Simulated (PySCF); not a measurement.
**Core-level binding energies of `C#CB1SCCS1`**

C4H5BS2.
Bonds: C1–C2 (triple), C2–B3, B3–S4, S4–C5, C5–C6, C6–S7, B3–S7. Hydrogens: H8 on C1; H9, H10 on C5; H11, H12 on C6.

Computed with delta-SCF UKS SCAN, pcX-2 on the ionised atom, pcseg-1 elsewhere, spin-free X2C (PySCF). These are vertical core ionisation energies against the vacuum level, from separate self-consistent calculations with and without the core hole.

Question: Give the core binding energies atom by atom.

Answer: 
| atom(s) | bonded to | level | binding energy (eV) | above the level's lowest (eV) | count |
| --- | --- | --- | --- | --- | --- |
| S4/S7 | C and B | S 1s | 2476.90 | 0.00 | 2 |
| C5/C6 | S, C and 2 H | C 1s | 291.67 | +1.38 | 2 |
| C2 | C (triple bond) and B | C 1s | 290.32 | +0.03 | 1 |
| C1 | C (triple bond) and H | C 1s | 290.29 | 0.00 | 1 |
| B3 | 2 S and C | B 1s | 196.24 | 0.00 | 1 |

The listed C 1s values span 1.38 eV, from C1 (bonded to C (triple bond) and H) to C5/C6 (bonded to S, C and 2 H). The widest gap between neighbouring values is 1.35 eV, between 290.32 and 291.67 eV. Summing the Pauling electronegativity differences to the bonded atoms, each weighted by its formal bond order, gives -0.35 for the lowest site and -0.67 for the highest; the largest sum, -0.35, belongs to C1, 1.38 eV below the top. The smallest sum, -0.67, belongs to C5/C6, 1.38 eV above the lowest. The values 290.29 and 290.32 eV lie too close for their order to be trusted.

Question: Which effective nuclear charge Zeff reproduces each element's mean 1s value in the hydrogen-like formula E = 13.606 eV × Zeff²?

Answer: B (Z = 5): mean 196.2 eV, Zeff = 3.80, Z − Zeff = 1.20; C (Z = 6): mean 291.0 eV, Zeff = 4.62, Z − Zeff = 1.38; S (Z = 16): mean 2476.9 eV, Zeff = 13.49, Z − Zeff = 2.51. Means run over the listed sites, weighted by atom count.

Atoms equivalent by their bonding share one computed value, that of the first of them. Not every level is listed. Spin contamination (⟨S²⟩ against 0.75 for a pure doublet) is marked for C 1s of C2 (0.87), which makes this value less certain. Isolated species at its PBE0-D3(BJ)/def2-SVP geometry (one conformer only).
